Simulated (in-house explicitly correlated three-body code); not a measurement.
Computed with an exponentially correlated three-body code. Model: two electrons around a point charge, non-relativistic, variational in 260 exponentially correlated functions (energies converged to about 1e-7 hartree, or 1e-8 relative for large Z).

Command:
```bash
python run_hyl.py task.json out
```
Settings (lengths in bohr, energies in hartree):
```
Z                      18
screening              3.6
interaction_strength   1
functions              260
states_tried           13
```

Cost of the run: 62 s on 1 thread of Arm Neoverse V2, on a shared host.

**Those bound S and P states to n = 4 that converged, binding against the one-electron ion.**

Given: nuclear charge 18; Yukawa screening of all interactions 3.6 1/bohr.

Computed: one-electron threshold -105.885958 hartree.

| term | energy (hartree) | binding (eV) |
| --- | --- | --- |
| 1 1S | -203.915534 | 2667.5 |
| 2 3S | ? | ? |
| 2 1S | -108.760578 | 78.222 |
| 2 3P | -106.393578 | 13.813 |
| 2 1P | -106.25222 | 9.9665 |

What belongs in the row 2 3S?

energy (hartree): -109.093125; binding (eV): 87.271.

**Converged states only, values per electron or pair (inverse distances are <exp(-kr)/r>).**

| term | mean r (bohr) | mean r squared (bohr²) | mean inverse r (1/bohr) | mean r12 (bohr) | mean inverse r12 (1/bohr) | mean cosine | mean p1 dot p2 (bohr⁻²) | delta r1 (bohr⁻³) | delta r12 (bohr⁻³) |
| --- | --- | --- | --- | --- | --- | --- | --- | --- | --- |
| 1 1S | 0.088003 | 0.010435 | 14.144 | 0.1292 | 7.7088 | -0.0070993 | 2.0738 | 1699.8 | 192.67 |
| 2 3S | 0.29483 | 0.16153 | 7.7943 | 0.51385 | 0.68136 | -0.0012038 | 0.04848 | 929.49 | - |
| 2 1S | 0.3047 | 0.17458 | 7.7659 | 0.53085 | 0.95588 | -0.0017995 | 0.085998 | 926.32 | 16.377 |
| 2 3P | ? | ? | ? | ? | ? | ? | ? | ? | - |
| 2 1P | 0.36578 | 0.31788 | 7.5939 | 0.65106 | 0.78655 | 0.02053 | 6.5887 | 882.98 | 2.8329 |

What belongs in the row 2 3P?

mean r (bohr): 0.34289; mean r squared (bohr²): 0.26794; mean inverse r (1/bohr): 7.6238; mean r12 (bohr): 0.61072; mean inverse r12 (1/bohr): 0.71765; mean cosine: -0.026476; mean p1 dot p2 (bohr⁻²): -7.3232; delta r1 (bohr⁻³): 881.48.

**Electric-dipole lines between converged S and P states, rate of the upper state's decay.**

```tsv
s state	p state	p minus s (eV)	oscillator strength from s	rate (1/s)
1 1S	2 1P	2657.6	0.27144	2.7729e+13
2 1S	2 1P	68.256	0.48248	3.2512e+10
2 3S	2 3P	73.458	0.47744	3.7264e+10
```

**Static dipole response.**

| state | polarisability (bohr³) |
| --- | --- |
| 1 1S | 0.00010971 |
| 2 1S | 0.080212 |
